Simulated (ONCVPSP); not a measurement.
**Pseudopotential generation for Si: ONCV, PBE, scalar-relativistic.**

```json
{"Element": "Si (Z = 14)", "Generator": "ONCVPSP 4.0.1", "Type": "optimised norm-conserving Vanderbilt (ONCV)", "Functional": "PBE", "Relativity": "scalar-relativistic", "Frozen core": "[Ne]", "Valence charge": "4", "Reference configuration": "3s2 3p2", "Partial waves": "3s: rc 1.40 bohr, ncon 3, nbas 7, qcut 3.8 1/bohr, 3 projectors, debl 3.2 Ha; 3p: rc 2.00 bohr, ncon 4, nbas 9, qcut 4.5 1/bohr, 2 projectors, debl 1.5 Ha", "Local potential": "polynomial inside 1.05 bohr (lpopt 5, dvloc0 4 Ha)", "Core correction": "polynomial model core, fcfact 0.3"}
```

All-electron outer shells of the reference configuration (PBE, scalar-relativistic, ld1.x):

```
shell  level (eV)  outermost node (bohr)  outermost maximum (bohr)
   2s     -139.50                   0.15                      0.45
   2p      -95.56                      –                      0.39
   3s      -10.81                   0.72                      1.80
   3p       -4.08                   0.72                      2.17
```

What the tests gave:

```json
{
  "Cutoffs needed": "7.5 Ha and 21 Ha (the cutoffs (Ha) at which the residual kinetic energy of the hardest occupied pseudo-wave falls to 1 and 0.1 mHa per electron)",
  "Ghost test": "ghosts flagged at negative energy: s at -805.7 eV; GHOST(+) flagged for s at 267.0 eV; a true bound ghost makes a file unfit for plane-wave use",
  "Largest excitation error": "+62 meV (all-electron minus pseudo) for 3s1 3p0, out of 4 test configurations",
  "rms error of d²Exc/dni dnj": "1.77 mHa without and 0.69 mHa with the model core"
}
```

Generation and tests took about 2.1 s on one core of a shared server CPU.
